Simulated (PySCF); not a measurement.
Trend along group 13: MI cations

CCSD(T) with double-zeta basis sets in PySCF, for the lowest determinant that a PBE0 search found; no spin–orbit coupling. De refers to high-spin ground-configuration atoms (the charge goes to the atom of lower measured ionisation energy or higher electron affinity, which is not always the lowest computed limit).

```json
{"M": "B", "basis": "x2c-SVPall", "reference, frozen orbitals": "UHF, 19", "charged atom": "B+", "state (unpaired electrons)": "doublet (σ ↑)", "Re (Å)": "1.972", "ωe (cm⁻¹)": "801", "De (eV)": "2.66"}
{"M": "Al", "basis": "def2-SVP", "reference, frozen orbitals": "UHF, 9", "charged atom": "Al+", "state (unpaired electrons)": "doublet (σ ↑)", "Re (Å)": "2.411", "ωe (cm⁻¹)": "378", "De (eV)": "0.85"}
{"M": "Tl", "basis": "def2-SVP", "reference, frozen orbitals": "UHF, 8", "charged atom": "Tl+", "state (unpaired electrons)": "doublet (π ↑)", "Re (Å)": "3.522", "ωe (cm⁻¹)": "58.2", "De (eV)": "n/a"}
```

The shortest bond is that of BI⁺ (1.972 Å), the longest that of TlI⁺ (3.522 Å).

The rows differ in basis set, which adds steps of its own.

The state changes along the series, so neighbouring rows are not always alike in their bonding.

Correlated steps freeze the inner cores (8 to 19 orbitals); shallow outer-core shells are correlated. Correlated levels converge slowly with the basis: in double zeta they bind strong bonds too weakly, by up to about 1 eV, and carry superposition errors of some tenths. Spin–orbit coupling is left out, which matters for elements this heavy, above all for dissociation energies. For an ion De counts to the pair picked by the measured ionisation energies or electron affinities, which need not be the lowest pair at this level. States were picked by a PBE0 search and need not be the measured ground states.
